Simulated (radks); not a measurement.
The mean radii <r> (bohr) of the occupied orbitals of an atom or ion are listed with their occupations. Calculated with a radial shooting solver on a logarithmic mesh with Libxc functionals: scalar-relativistic Kohn-Sham, BLYP, spin-unpolarised, spherical densities, point nucleus.

| orbital | occ. | <r> |
|---|---|---|
| 1s | 2 | 0.2704 |
| 2s | 1 | 1.476 |
| 2p | 2 | 1.533 |
| 3s | 1 | 5.682 |

Name the element and its charge.

Answer. Z = 6, carbon, charge 0: C in [He] 2s1 2p2 3s1. The 1s radius gives Z: for a bare nucleus <r> = (2 gamma + 1)/(2Z) with gamma = sqrt(1 - (Z/c)^2), 0.2498 bohr for Z = 6, and screening makes it slightly larger (0.2704 here). The occupations add up to 6, and the charge is Z minus that.
